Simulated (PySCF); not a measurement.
Structure from 2D NMR

Compound of formula C4H11FOSi3. Correlations simulated from computed shifts and the bond graph:

HSQC (one-bond C–H):
```
  δH     δC
6.56  146.5
6.45  138.5
6.38  146.5
5.69  127.6
```

COSY cross peaks (H two or three bonds apart, from the bond graph; peaks can be absent where the dihedral angle is near 90°):
```
  δH    δH
6.56  6.45
6.56  6.38
6.45  6.38
6.45  4.61
5.69  5.58
```

HMBC (two and three bonds, from the bond graph):
```
  δH                          δC
6.56                       138.5
6.45                188.6, 146.5
6.38                       138.5
5.69                       188.6
5.58                188.6, 127.6
4.61  188.6, 146.5, 138.5, 127.6
```

Carbons without hydrogens: δ 188.6.

PySCF 2.14 calculation with PBE0/pcSseg-1 with gauge-including orbitals and coordinates at the GFN2-xTB level; equivalent nuclei averaged, isolated molecule, single conformer, no relativistic terms.

Scale: TMS for ¹H (31.72 ppm) and ¹³C (186.93 ppm) (reference shieldings calculated alike).

Exchangeable hydrogens are left out of these lists.

**Question.** Work out the connectivity.

**Answer.** SMILES C=C[SiH2]/C(F)=C/[SiH2]O[SiH3].

Structure with atom numbers: `[CH2:1]=[CH:2][SiH2:3]/[C:4]([F:5])=[CH:6]/[SiH2:7][O:8][SiH3:9]` (H(Xn): hydrogen on atom n). Ha(C1) is cis to Si3; Hb(C1) is trans to Si3.

δC 188.6 is C4, a fully substituted alkene carbon. δC 146.5 is C1, a terminal =CH2 carbon (δH 6.38, 6.56). δC 138.5 is C2, an alkene CH (δH 6.45). δC 127.6 is C6, an alkene CH (δH 5.69). HMBC from δH 6.45 reaches the proton-free carbon C4. HMBC from δH 5.69 reaches the proton-free carbon C4. HMBC from δH 5.58 reaches the proton-free carbon C4. HMBC from δH 4.61 reaches the proton-free carbon C4. COSY links 6.56–6.45, 6.56–6.38, 6.45–6.38, 6.45–4.61, 5.69–5.58.

The data come from this structure; uniqueness wasn't tested.

Shifts are as computed. Against solution values, carbons near 30 ppm lie about +3 ppm off and those near 130 ppm about +5 ppm. Of 1309 compounds with measured shifts, 239 miss one by over three times the rms of a fit or turn the order of signals round; such compounds aren't used in these exercises.
